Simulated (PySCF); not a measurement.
**Mayer bond orders and bond lengths**

Species: C7H10NP.
Atom-mapped SMILES: `[CH3:1][CH2:2]/[CH:3]=[P:4]\[n:5]1[cH:6][cH:7][cH:8][cH:9]1` (hydrogens: H10, H11, H12 on C1; H13, H14 on C2; H15 on C3; H16 on C6; H17 on C7; H18 on C8; H19 on C9)

Cartesian coordinates in Å at the PBE0-D3(BJ)/def2-SVP level; atoms count from 1:
```xyz
19
C7H10NP angstrom
C      2.837    0.938    0.347
C      1.592    0.071    0.512
C      1.140   -0.516   -0.784
P     -0.331   -0.592   -1.563
N     -1.471    0.085   -0.417
C     -2.473    0.959   -0.785
C     -3.263    1.209    0.311
C     -2.739    0.441    1.391
C     -1.645   -0.241    0.915
H      3.684    0.357   -0.050
H      3.145    1.366    1.312
H      2.646    1.771   -0.347
H      0.777    0.652    0.970
H      1.816   -0.752    1.217
H      1.931   -0.987   -1.389
H     -2.530    1.341   -1.803
H     -4.126    1.872    0.337
H     -3.131    0.386    2.405
H     -0.989   -0.958    1.402
```

Bond orders from the PBE0/pcSseg-1 density (PySCF). Isolated species at its PBE0-D3(BJ)/def2-SVP geometry (one conformer only).

Task: Where do the orders between heavy atoms depart from those drawn in the SMILES?

Result: The largest departure is 0.422, at C9–N5 (drawn aromatic, 1.078), counting aromatic bonds as 1.5. Drawn single, order below 0.88: P4–N5 (0.835). The bonds drawn aromatic range from 1.08 to 1.54.

Task: Give the Mayer order of every bond between heavy atoms, beside its length.

Result: 
```tsv
bond	drawn as	length (Å)	Mayer order
C1–C2	single	1.526	1.049
C2–C3	single	1.493	1.001
C3–P4	double	1.666	1.802
P4–N5	single	1.753	0.835
N5–C6	aromatic	1.380	1.097
C6–C7	aromatic	1.374	1.544
C7–C8	aromatic	1.425	1.327
C8–C9	aromatic	1.375	1.542
C9–N5	aromatic	1.382	1.078
```

By pair of heavy elements: C–C: lowest C2–C3 (1.001, 1.493 Å), highest C6–C7 and C8–C9 (1.544, 1.374 Å); in 1 of the 10 pairs the longer bond (by over 0.003 Å) has the higher order (by 0.02 or more). C–N: all 2 within 0.02 of one another (1.078 to 1.097). Bonds named together lie within 0.004.

Task: And the bonds to hydrogen?

Result: C–H: 0.93 to 0.99 (10 bonds).

Task: Sum the orders of all bonds at each heavy atom with more than one neighbour and set the sums beside the valence in the SMILES.

Result: C1 3.946 (drawn 4), C2 3.914 (drawn 4), C3 3.733 (drawn 4), P4 2.637 (drawn 3), N5 3.010 (drawn 3), C6 3.610 (drawn 4), C7 3.858 (drawn 4), C8 3.856 (drawn 4), C9 3.588 (drawn 4). Orders between atoms that aren't bonded are not in these sums.

For a closed shell the Mayer order of atoms A and B is Σ (PS)μν (PS)νμ over the basis functions μ on A and ν on B, with P the density and S the overlap matrix.

These values come from a run that also computed NMR shieldings. The run took 34 s wall on an Intel Xeon 6975P-C with one thread (shared host), and the process peaked at 0.97 GiB of memory.
